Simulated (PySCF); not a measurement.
A geometry optimisation on `C[As](C)C` (trimethylarsine).

Method: PBE0-D3(BJ)/def2-SVP geometry optimisation, gas phase (PySCF 2.14.0). Start geometry: GFN2-xTB. The input is one job of a driver script: a line of settings, then coordinates in Å.

Command:
```bash
OMP_NUM_THREADS=1 python probes_run.py task.json out
```

Input:
```
{"job": {"xc": "PBE0", "basis": "def2-SVP", "d3": "d3bj", "grid": 1, "shake": 0.01, "kind": "geom"}, "charge": 0, "multiplicity": 1}
C     -0.401800     1.593040     0.395340
As    -0.215960    -0.216940     1.097660
C      1.573610    -0.529960     0.351810
C     -1.171210    -1.121150    -0.346700
H     -0.166210     1.649200    -0.676470
H      0.217570     2.314560     0.931020
H     -1.442090     1.951100     0.511160
H      1.648390    -0.248590    -0.697930
H      1.862760    -1.572540     0.478800
H      2.328780     0.060150     0.912430
H     -0.871030    -0.788950    -1.311520
H     -1.058610    -2.200470    -0.269880
H     -2.298370    -0.906340    -0.264650
```

Output:
```
step   0  E = -2354.83362656  max force = 0.044427
step   1  E = -2354.83608633  max force = 0.006959
step   2  E = -2354.83705001  max force = 0.003454
step   3  E = -2354.83729321  max force = 0.000954
step   4  E = -2354.83731138  max force = 0.000375
step   5  E = -2354.83732979  max force = 0.000381
step   6  E = -2354.83734318  max force = 0.000684
step   7  E = -2354.83735366  max force = 0.000529
step   8  E = -2354.83735588  max force = 0.000164
optimisation converged
```

Energies in Eh; «max force» is the largest Cartesian gradient component in Eh/bohr.

Problem. How much energy does the optimisation release, in kcal/mol?

Solution. E(step 0) − E(last step) = 0.003729 Eh, which is 2.3 kcal/mol.

Summary of the converged run: final energy -2354.83736 Eh after 8 steps; dipole 1.03 D.

Problem. Give the final coordinates.

Solution. 0.026 Å rms from the input after alignment:
```
atom  x, y, z in Å
C1    -0.2075    1.6485    0.4409
As2   -0.1415   -0.2057    1.0897
C3     1.5430   -0.7071    0.2085
C4    -1.3540   -0.9733   -0.2542
H5    -0.0402    1.7043   -0.6457
H6     0.5620    2.2433    0.9548
H7    -1.1895    2.0844    0.6769
H8     1.5415   -0.4267   -0.8560
H9     1.6920   -1.7936    0.2946
H10    2.3832   -0.2061    0.7115
H11   -1.0772   -0.6629   -1.2735
H12   -1.3221   -2.0710   -0.1906
H13   -2.3838   -0.6479   -0.0452
```

Problem. How long does this job take on Arm Neoverse N1, one thread, no GPU, shared host? And the peak memory of the process?

Solution. About 73 s, with 0.52 GiB resident at the peak, the Python interpreter and its libraries included.
Labels such as C1 count atoms from 1, the log's own numbers from 0.
